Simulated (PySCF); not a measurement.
How the method moves the HOMO and LUMO of `C=CC(=O)C(C)(C)C`

Compound: C7H12O.
Cartesian coordinates in Å at the PBE0-D3(BJ)/def2-SVP level; atoms count from 1:
```
atom  x, y, z in Å
C1     2.9503   -0.4367    0.2449
C2     1.6530   -0.2378    0.4931
C3     0.6266   -0.5132   -0.5591
O4     0.9581   -0.8957   -1.6595
C5    -0.8453   -0.2899   -0.1941
C6    -1.0424    1.1885    0.1682
C7    -1.2072   -1.1779    1.0038
C8    -1.7159   -0.6526   -1.3924
H9     3.2545   -0.8037   -0.7402
H10    3.7213   -0.2450    0.9949
H11    1.3234    0.1268    1.4694
H12   -0.4533    1.4867    1.0485
H13   -2.1027    1.3766    0.3995
H14   -0.7587    1.8439   -0.6696
H15   -2.2712   -1.0457    1.2558
H16   -1.0454   -2.2422    0.7732
H17   -0.6221   -0.9317    1.9024
H18   -2.7782   -0.4920   -1.1526
H19   -1.4568   -0.0417   -2.2684
H20   -1.5761   -1.7049   -1.6779
```

Basis pcSseg-1 throughout (PySCF), one geometry. One conformer (not necessarily the lowest) at the PBE0-D3(BJ)/def2-SVP geometry, without solvent, vibrations or thermal averaging.

Task: How do the orbital energies, the gap and the dipole change with the method?

Result: 
| method | kind | HOMO (eV) | LUMO (eV) | gap (eV) | μ (D) | SCF cycles |
| --- | --- | --- | --- | --- | --- | --- |
| BLYP | GGA | -5.48 | -2.44 | 3.05 | 2.50 | 17 |
| PBE | GGA | -5.59 | -2.60 | 3.00 | 2.48 | 17 |
| B97-D | GGA | -5.60 | -2.49 | 3.11 | 2.53 | 17 |
| BP86 | GGA | -5.71 | -2.69 | 3.02 | 2.51 | 17 |
| KT2 | GGA | -5.79 | -2.57 | 3.22 | 2.46 | 18 |
| PBE0 | global hybrid | -7.18 | -1.59 | 5.58 | 2.61 | 14 |
| CAM-B3LYP | range-separated hybrid | -8.62 | -0.40 | 8.22 | 2.65 | 14 |
| LC-wPBE | range-separated hybrid | -9.93 | 0.74 | 10.67 | 2.63 | 14 |
| HF | Hartree–Fock | -10.46 | 2.40 | 12.86 | 2.94 | 11 |

The HOMO spans 4.98 eV, from BLYP down to HF, and the gap runs from 3.00 eV (PBE) to 12.86 eV (HF). Over the methods BLYP (0 %), PBE (0 %), B97-D (0 %), BP86 (0 %), KT2 (0 %), PBE0 (25 %), HF (100 %), a straight line through the gap against the share of exact exchange rises by 0.98 eV for each 10 % (correlation coefficient 1.000). The dipole ranges from 2.46 D (KT2) to 2.94 D (HF). This basis has no diffuse functions.

The vertical ΔSCF ionisation energy at PBE0/def2-SVPD is 9.10 eV; −ε(HOMO) comes closest to it with CAM-B3LYP (8.62 eV).
